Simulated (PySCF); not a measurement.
Gas-phase reaction: 3 Br2 + 2 BCl2 ⇌ 2 BBr3 + 4 Cl, at 800 K and a standard pressure of 1 bar. Level: ωB97M-V/def2-TZVP†.

Computed with PySCF and rigid-rotor harmonic-oscillator thermochemistry at 1 bar. † marks an energy on the PBE0/def2-TZVP geometry and frequencies. Open shells (unrestricted): BCl2 (multiplicity 2), Cl (multiplicity 2, electronic degeneracy 6); the rest are closed-shell singlets. Spin-orbit splitting is ignored; it lowers the true energy and changes the entropy of Cl. Br: all electrons, no relativistic terms. The harmonic model lacks anharmonicity and excited electronic states, which grow with temperature; levels with a mode under 35 cm⁻¹ are left out.

| species | E (Ha) | H(800 K) − E (kJ/mol) | S°(800 K) (J/mol/K) |
|---|---|---|---|
| Br2 | -5148.01406 | 30.1 | 281.3 |
| BCl2 | -945.22935 | 49.3 | 320.4 |
| BBr3 | -7746.99253 | 69.4 | 397.9 |
| Cl | -460.12517 | 16.6 | 188.8 |
E: electronic energy; H − E holds the zero-point and thermal terms. 1 Ha = 2625.5 kJ/mol.

Work out ΔH°, ΔS°, ΔG° and log10 K from these numbers.

1. ΔE = 2×(-7746.99253) + 4×(-460.12517) − 3×(-5148.01406) − 2×(-945.22935) = 0.01514 Ha = 39.8 kJ.
2. Δ(H − E) = 2×(69.4) + 4×(16.6) − 3×(30.1) − 2×(49.3) = 16.3 kJ, so ΔH° = 56.1 kJ.
3. ΔS° = 2×(397.9) + 4×(188.8) − 3×(281.3) − 2×(320.4) = 66.3 J/K; the number of gas molecules changes by +1.
4. ΔG° = ΔH° − TΔS° = 56.1 − 800×(66.3)/1000 = 3.1 kJ.
5. log10 K = −ΔG°/(RT ln 10) = -0.20, with RT ln 10 = 15.32 kJ/mol; at standard pressures the reactants are favoured.
6. A shift of 10 kJ in ΔE would move log10 K by 0.65 here.
7. With ΔH° and ΔS° held fixed, ΔG° changes sign near ΔH°/ΔS° = 850 K.
8. Lowering the total pressure from 1 bar to 0.01 bar multiplies the mole-fraction quotient K_x = K (p/p°)^(−Δn) by 10^2, which pushes the balance towards the products.
For scale, ΔH°(298 K) is 46 kJ at this level, 38 kJ at ωB97X-V/def2-TZVP†, and runs from -212 to 196 kJ over the 20 levels computed.
